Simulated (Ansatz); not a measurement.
Geometry optimisation, RKS PBE/def2-SVP (Ansatz 0.2.0).

Input:

```yaml
crystal:
  periodic: [false, false, false]
  atoms:
    - { symbol: Ta, position_ang: [-0.572832, -0.50105, 0.398385] }
    - { symbol: "N", position_ang: [2.687587, 0.25065, 0.220853] }
    - { symbol: H, position_ang: [3.450857, 0.644869, 0.784848] }
    - { symbol: H, position_ang: [2.98944, 0.320071, -0.758575] }
    - { symbol: "N", position_ang: [-0.253082, 0.036897, 2.30449] }
    - { symbol: H, position_ang: [-0.274488, -0.63292, 3.086833] }
    - { symbol: H, position_ang: [0.303654, 0.856442, 2.576604] }
    - { symbol: F, position_ang: [0.122334, -0.650454, -1.388596] }
    - { symbol: "N", position_ang: [-0.751297, 1.44092, -0.063544] }
    - { symbol: H, position_ang: [-1.179392, 2.148205, 0.545156] }
    - { symbol: H, position_ang: [-0.235586, 1.893302, -0.825817] }
    - { symbol: O, position_ang: [-2.34024, -1.222318, 0.399747] }
    - { symbol: H, position_ang: [-2.697595, -1.870765, 1.034773] }
    - { symbol: S, position_ang: [0.804229, -2.499588, 1.008629] }
    - { symbol: H, position_ang: [0.608828, -3.203846, -0.146149] }
    - { symbol: H, position_ang: [2.661482, -0.773214, 0.431562] }
basis:
  gaussian: { orbitals: def2-SVP }
hamiltonian:
  xc: pbe
relax:
  f_tol: 0.03
  max_steps: 50
```

Launched with:

```bash
$ ansatz run input.yaml --threads 4 --pin off --max-ram 5120MiB --backend cpu --events-out ev --progress --plain --runs-dir out
```

Question: Where does it end, and by what steps?

Answer: It converged. After 14 steps the energy has fallen by 0.697 eV; H3 moved furthest, 0.96 Å. Joined: Ta1–N2 (3.35 → 2.39 Å).

```tsv
step	energy less start (eV)	largest force component (eV/Å)	accepted
0	0.0000	0.539	yes
1	-0.0814	0.352	yes
2	-0.2033	0.410	yes
3	-0.3474	0.396	yes
4	-0.4579	0.963	yes
5	-0.5103	1.104	yes
6	-0.5513	1.118	yes
7	-0.6216	0.702	yes
8	-0.6533	0.604	yes
9	-0.6711	0.494	yes
10	-0.6886	0.246	yes
11	-0.6940	0.131	yes
12	-0.6958	0.077	yes
13	-0.6971	0.057	yes
14	-0.6973	0.019	yes
```

```xyz
16
Properties=species:S:1:pos:R:3
Ta -0.227 -0.395 0.434
N 2.123 0.053 0.399
H 2.526 0.837 0.929
H 2.370 0.188 -0.592
N 0.085 0.072 2.361
H -0.657 -0.095 3.051
H 0.926 0.384 2.856
F 0.254 -0.675 -1.432
N -0.572 1.489 -0.199
H -0.796 2.289 0.401
H -0.560 1.778 -1.184
O -2.031 -1.010 0.713
H -2.152 -1.961 0.903
S 0.709 -2.762 0.791
H 0.766 -3.120 -0.522
H 2.559 -0.834 0.699
```

Whether the end is a true minimum wasn't checked by a vibrational analysis.

Time of the run: 27 s on 4 threads of Intel(R) Xeon(R) 6975P-C (Granite Rapids), with other jobs on the host, peak memory 0.27 GiB.
